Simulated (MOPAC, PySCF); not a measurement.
C9H10BNSi, SMILES `c1(c2ncccc2cc(c1)[SiH3])B`, neutral singlet in the gas phase. 

Z-matrix (Å, degrees):
```
C
C 1 1.4236
C 2 1.3843 1 119.20
H 3 1.1000 2 121.59 1 180.00
H 2 1.1018 3 121.41 4 0.01
C 3 1.4227 4 120.18 2 -180.00
N 6 1.3242 3 124.34 4 179.99
C 7 1.3628 6 118.63 3 0.01
H 6 1.1061 7 116.34 8 -179.99
C 1 1.4249 2 122.22 5 0.01
C 10 1.3950 1 121.70 2 179.98
H 10 1.1035 11 120.43 1 179.99
C 11 1.4268 10 117.79 12 180.00
H 13 1.1032 11 118.99 10 179.98
C 13 1.4037 14 117.25 11 179.96
B 15 1.5487 13 118.87 14 -0.07
H 16 1.2108 15 122.60 13 -179.75
H 16 1.2194 17 119.78 15 -179.99
Si 11 1.8898 10 121.46 12 0.04
H 19 1.5042 11 108.99 10 -0.45
H 19 1.5053 20 109.42 12 121.28
H 19 1.5055 20 109.39 21 118.11
```
Charge 0, multiplicity 1.

All levels are single points at this geometry (PBE-D3(BJ)/def2-SVP); Pople sets use spherical d functions. Orbital energies aren't observables, and empty levels follow the basis.

PBE-D3(BJ)/def2-TZVP in PySCF gives HOMO (eV) = -5.95.

### Question
Estimate the HOMO (eV) from each of these levels: B3LYP/LANL2DZ in PySCF; PBE/6-31G* in PySCF; HF/6-31G* in PySCF; AM1 in MOPAC; PM3 in MOPAC.

### Answer

| level | HOMO (eV) |
|---|---|
| B3LYP/LANL2DZ in PySCF | -6.84 |
| PBE/6-31G* in PySCF | -5.66 |
| HF/6-31G* in PySCF | -8.60 |
| AM1 in MOPAC | -9.16 |
| PM3 in MOPAC | -9.21 |
